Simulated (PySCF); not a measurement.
**TDDFT excited states: C5H8FOP**

Species: C5H8FOP.
Structure used (GFN2-xTB), in Å, numbered top down from 1:
```xyz
16
C5H8FOP angstrom
C     -1.9285   -0.6993    1.4905
O     -1.6001   -0.6037    0.1201
C     -0.3479   -0.2007   -0.2034
C      0.6850    0.1662    0.5531
F      0.7035    0.1978    1.9147
C      1.9670    0.5265   -0.1297
P      1.4918    0.8206   -1.9087
C     -0.0618   -0.1897   -1.6816
H     -2.9619   -1.0389    1.5226
H     -1.8448    0.2703    1.9883
H     -1.2881   -1.4217    2.0030
H      2.4306    1.4144    0.3059
H      2.6940   -0.2911   -0.0607
H      0.8509    2.0401   -1.6360
H     -0.8949    0.2296   -2.2478
H      0.0975   -1.2114   -2.0419
```

The calculation used PySCF, TDDFT PBE0/def2-SVPD, vertical, gas phase, core orbitals frozen in the response.

```
state  E (eV)  E (hartree)       f  |μ| (D)  main configurations (H = HOMO, L = LUMO)
   S1    5.44       0.1998  0.0004     0.13                                 H→L (93%)
   S2    5.65       0.2075  0.0058     0.52                               H→L+1 (94%)
   S3    6.17       0.2269   0.013     0.75                   H→L+2 (79%), H→L+4 (8%)
   S4    6.41       0.2357  0.0058     0.49   H-1→L+1 (46%), H→L+3 (27%), H-1→L (24%)
   S5    6.55       0.2406   0.031     1.12                H-1→L (65%), H-1→L+1 (27%)
   S6    6.60       0.2426  0.0033     0.36                               H→L+4 (84%)
```

Triplets (Tamm–Dancoff): T1 4.30 eV, H→L+3 (44%), H→L+1 (32%), H→L+2 (11%); T2 5.14 eV, H→L (64%), H-1→L (16%).

The lowest singlet comes at 228 nm (525 kJ/mol) in the ultraviolet; it is dark (f under 0.0005); its leading configuration is HOMO→LUMO (93%). The most intense listed level is S5 at 6.55 eV (189 nm, f = 0.031), 1.11 eV above S1. Löwdin shares by element: HOMO carbon 48% or more, oxygen 19%, fluorine 10% (atoms not listed hold the other 23%); LUMO phosphorus 26%, carbon 24% or more, hydrogen 9% or more (atoms not listed hold the other 41%). The listed states span 1.16 eV, and the widest gap between neighbours is 0.53 eV (S2 to S3). The oscillator strengths of these states sum to 0.059; summed over the whole spectrum of an exact calculation they would give the number of electrons, 70 (Thomas–Reiche–Kuhn). Of the 6 states listed, 2 reach f = 0.01 and 1 stays under 0.0005. Singlets were solved by full linear response, triplets in the Tamm–Dancoff approximation.

One conformer stands for the species.
